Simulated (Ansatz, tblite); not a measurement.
Removing and adding an electron: Al12 (relaxed from a model of Al12 flat piece, whose bonding it doesn't keep). The state is a singlet with charge 0. Geometry: PBE-D4/def2-SVP. Ansatz, gas phase; energy differences of separate SCF runs; the oxidised species was run as a doublet alone; the reduced species was run as a doublet alone.

Cartesian coordinates in Å:
```
Al -0.577 1.073 3.012
Al 0.192 1.826 0.459
Al -1.732 -0.216 1.161
Al -2.816 -1.920 -0.464
Al 1.774 1.845 2.744
Al 0.988 -0.629 1.424
Al -1.215 0.631 -1.310
Al -1.874 -1.604 -2.825
Al 3.195 1.008 0.781
Al 1.664 0.377 -1.218
Al 0.000 -1.738 -0.604
Al 0.402 -0.652 -3.160
```

The xTB rows come from tblite.

Estimate orbital energies and vertical ionisation energies and electron affinities at: GFN1-xTB; GFN2-xTB; PBE-D4/def2-SVP; PBE0-D4/def2-SVP.


```json
{"level": "GFN1-xTB", "−HOMO (eV)": "6.11", "vertical IE (eV)": "7.82", "−LUMO (eV)": "5.74", "vertical EA (eV)": "4.05", "HOMO–LUMO gap (eV)": "0.37", "IE − EA (eV)": "3.77", "remarks": "–"}
{"level": "GFN2-xTB", "−HOMO (eV)": "5.94", "vertical IE (eV)": "7.91", "−LUMO (eV)": "5.87", "vertical EA (eV)": "3.89", "HOMO–LUMO gap (eV)": "0.07", "IE − EA (eV)": "4.02", "remarks": "–"}
{"level": "PBE-D4/def2-SVP", "−HOMO (eV)": "4.45", "vertical IE (eV)": "6.07", "−LUMO (eV)": "3.96", "vertical EA (eV)": "2.40", "HOMO–LUMO gap (eV)": "0.49", "IE − EA (eV)": "3.67", "remarks": "restricted SCF unstable in HF (singlet)"}
{"level": "PBE0-D4/def2-SVP", "−HOMO (eV)": "4.93", "vertical IE (eV)": "6.03", "−LUMO (eV)": "3.58", "vertical EA (eV)": "2.54", "HOMO–LUMO gap (eV)": "1.34", "IE − EA (eV)": "3.50", "remarks": "restricted SCF unstable in HF (singlet), spin-contaminated (⟨S²⟩ 0.84) (-1 doublet)"}
```

   Raw xTB energy differences between charge states are shifted by several eV; the methods need an empirical correction for them. Sets without diffuse functions give affinities that are too small.
